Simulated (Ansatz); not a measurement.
Reaction (formal exchange of groups at a C–O bond): `CC(F)OC(F)F` + BH₃ → `BC(F)F` + `CC(O)F`

Program: Ansatz. Geometries: PBE0-D4/def2-TZVP. ΔE: electronic, gas phase. CCSD(T)/CBS adds triple-zeta CCSD(T) − MP2 to the extrapolated MP2 energy (def2 sets, frozen cores). This one scheme is used for every species. DFT in def2-TZVPP. B3LYP here is the variant with VWN-RPA as its local correlation; programs differ in this. One conformer a species, not always the lowest.

```csv
species,B3LYP energy (Eh)
`CC(F)OC(F)F`,-492.30635
BH₃,-26.62450
`BC(F)F`,-264.52609
`CC(O)F`,-254.40973
```

**Question.** Work out ΔE.

**Answer.** ΔE = (-264.52609) + (-254.40973) − (-492.30635) − (-26.62450) = -0.00497 Eh = -13.0 kJ/mol. CCSD(T)/CBS gives -6.8 kJ/mol.

Largest T1 diagnostic among the species: 0.012.

From PBE to PBE0 (25 % exact exchange), in def2-TZVPP and without D4, ΔE moves by +4.7 kJ/mol. In def2-TZVPP, CCSD(T) changes the Hartree–Fock value by −4.8 kJ/mol (the triples alone add +1.5 kJ/mol) and MP2 by −6.1 kJ/mol. The D4 term adds +4.5 kJ/mol with B3LYP and +2.7 kJ/mol with PBE0; it sums over pairs of atoms, weighted by their polarisabilities, and B3LYP, whose exchange is more repulsive, gets the larger term.
